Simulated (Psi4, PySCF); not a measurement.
Psi4 was given this input:
```
memory 2 GB

molecule {
0 2
C     0.00737565   -0.54258092   -0.03551608
O    -0.02399647    0.76721111    0.02617374
H     1.05649778   -0.91275134    0.04462160
H    -0.43522191   -0.98812215    0.88627883
H    -0.47355799   -0.98132992   -0.92719387
}

set {
  basis sto-3g
  reference uks
  scf_type pk
  puream true
  d_convergence 1e-8
  dft_radial_points 99
  dft_spherical_points 590
}

energy('blyp')
print_variables()
```

### Question
Write the same job for PySCF.

### Answer
This is not unique; one that fits is 
```python
from pyscf import gto, scf, dft

mol = gto.Mole()
mol.atom = '''
    C     0.007376   -0.542581   -0.035516
    O    -0.023996    0.767211    0.026174
    H     1.056498   -0.912751    0.044622
    H    -0.435222   -0.988122    0.886279
    H    -0.473558   -0.981330   -0.927194
'''
mol.basis = 'sto-3g'
mol.charge = 0
mol.spin = 1
mol.verbose = 3
mol.build()

mf = dft.UKS(mol)
mf.xc = 'blyp'
mf.grids.atom_grid = (99, 590)
mf.grids.prune = None
mf.kernel()
```

Both were run: Psi4 gave -113.459576 Eh and PySCF -113.459576 Eh, 0.000 mEh apart.
